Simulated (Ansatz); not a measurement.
Relaxation of CH₇BFN (11 atoms, charge 0, multiplicity 1), to a largest force component of 0.03 eV/Å in at most 50 steps.

Level of theory: RKS PBE/6-31G* in Ansatz.

```xyz
11
Properties=species:S:1:pos:R:3
B -0.080 -0.532 -0.505
C -0.034 -0.172 2.289
H -1.002 -0.131 2.809
H 0.772 -0.223 3.038
H 0.102 0.740 1.693
H 0.913 0.155 -0.506
N -1.341 0.011 -0.801
H -2.196 -0.539 -0.852
H -1.465 1.003 -0.991
F 0.047 -1.856 -0.325
H 0.013 -1.073 1.652
```

Q: Where does it end, and by what steps?

A: It converged. The force dipped under the threshold on the way, but the program's further checks kept it going. After 30 steps the energy has fallen by 0.213 eV; H6 moved furthest, 1.55 Å.

| step | energy less start (eV) | largest force component (eV/Å) | accepted |
| --- | --- | --- | --- |
| 0 | 0.0000 | 0.666 | yes |
| 2 | -0.1691 | 0.236 | yes |
| 4 | -0.1744 | 0.669 | no |
| 6 | -0.1896 | 0.026 | yes |
| 8 | -0.1958 | 0.079 | yes |
| 10 | -0.1981 | 0.027 | yes |
| 12 | -0.2003 | 0.187 | yes |
| 14 | -0.2044 | 0.076 | yes |
| 16 | -0.2008 | 0.293 | no |
| 18 | -0.2071 | 0.015 | yes |
| 20 | -0.2087 | 0.074 | yes |
| 22 | -0.2104 | 0.085 | yes |
| 24 | -0.2114 | 0.104 | yes |
| 26 | -0.2121 | 0.106 | yes |
| 28 | -0.2127 | 0.079 | yes |
| 30 | -0.2130 | 0.006 | yes |

```xyz
11
Properties=species:S:1:pos:R:3
B -0.142 -0.484 -1.286
C 0.062 -0.214 3.164
H -0.857 -0.567 3.658
H 0.938 -0.594 3.711
H 0.079 0.887 3.169
H 0.788 -0.226 -2.008
N -1.428 0.012 -1.543
H -2.232 -0.185 -0.948
H -1.633 0.606 -2.341
F 0.066 -1.271 -0.203
H 0.088 -0.580 2.127
```

Whether the end is a true minimum wasn't checked by a vibrational analysis.

Time of the run: 78 s on 1 thread of Arm Neoverse V1 (shared host), peak memory 0.15 GiB.
